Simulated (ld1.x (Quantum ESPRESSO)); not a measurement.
Reading a pseudo-wave (bismuth)

Columns: radius, all-electron u(r) and pseudo u(r) of the 6s shell (level -16.35 eV) of bismuth in the configuration [Xe] 4f14 5d10 6s2 6p2.75; PW91, scalar-relativistic, TM scheme, ld1.x (Quantum ESPRESSO) 7.5.

```json
{"r (bohr)": "0.103", "all-electron": "0.1483", "pseudo": "-0.0223"}
{"r (bohr)": "0.205", "all-electron": "-0.0620", "pseudo": "-0.0449"}
{"r (bohr)": "0.308", "all-electron": "-0.2618", "pseudo": "-0.0689"}
{"r (bohr)": "0.410", "all-electron": "-0.0515", "pseudo": "-0.0944"}
{"r (bohr)": "0.513", "all-electron": "0.2311", "pseudo": "-0.1226"}
{"r (bohr)": "0.615", "all-electron": "0.3852", "pseudo": "-0.1539"}
{"r (bohr)": "0.718", "all-electron": "0.3876", "pseudo": "-0.1901"}
{"r (bohr)": "0.820", "all-electron": "0.2794", "pseudo": "-0.2321"}
{"r (bohr)": "0.923", "all-electron": "0.1106", "pseudo": "-0.2821"}
{"r (bohr)": "1.025", "all-electron": "-0.0750", "pseudo": "-0.3407"}
{"r (bohr)": "1.128", "all-electron": "-0.2546", "pseudo": "-0.4097"}
{"r (bohr)": "1.230", "all-electron": "-0.4103", "pseudo": "-0.4862"}
{"r (bohr)": "1.332", "all-electron": "-0.5380", "pseudo": "-0.5668"}
{"r (bohr)": "1.435", "all-electron": "-0.6376", "pseudo": "-0.6447"}
{"r (bohr)": "1.538", "all-electron": "-0.7096", "pseudo": "-0.7104"}
{"r (bohr)": "1.640", "all-electron": "-0.7567", "pseudo": "-0.7567"}
{"r (bohr)": "1.743", "all-electron": "-0.7837", "pseudo": "-0.7837"}
{"r (bohr)": "1.845", "all-electron": "-0.7935", "pseudo": "-0.7935"}
{"r (bohr)": "1.948", "all-electron": "-0.7899", "pseudo": "-0.7899"}
{"r (bohr)": "2.050", "all-electron": "-0.7757", "pseudo": "-0.7757"}
{"r (bohr)": "2.153", "all-electron": "-0.7533", "pseudo": "-0.7533"}
{"r (bohr)": "2.255", "all-electron": "-0.7252", "pseudo": "-0.7252"}
{"r (bohr)": "2.358", "all-electron": "-0.6926", "pseudo": "-0.6926"}
{"r (bohr)": "2.460", "all-electron": "-0.6576", "pseudo": "-0.6576"}
{"r (bohr)": "2.562", "all-electron": "-0.6211", "pseudo": "-0.6211"}
{"r (bohr)": "2.665", "all-electron": "-0.5834", "pseudo": "-0.5834"}
```

**Question.** How many radial nodes do the two functions have?

**Answer.** The all-electron 6s function has n − l − 1 = 5 (the table is too coarse to show those close to the nucleus); the pseudo-wave has 0, since the states of the same l below it are removed with the core.

**Question.** At about which radius was the pseudo-wave matched?

**Answer.** 1.70 bohr, where the columns begin to agree (steps of 0.10 bohr).

**Question.** Where does each function peak?

**Answer.** Outermost all-electron maximum near 1.84 bohr, pseudo maximum near 1.84 bohr (to the table’s step).

**Question.** Is the pseudo-wave norm-conserving?

**Answer.** Yes: the TM scheme keeps the norm inside the radius equal to the all-electron one, which fixes the energy derivative of the logarithmic derivative at the level.
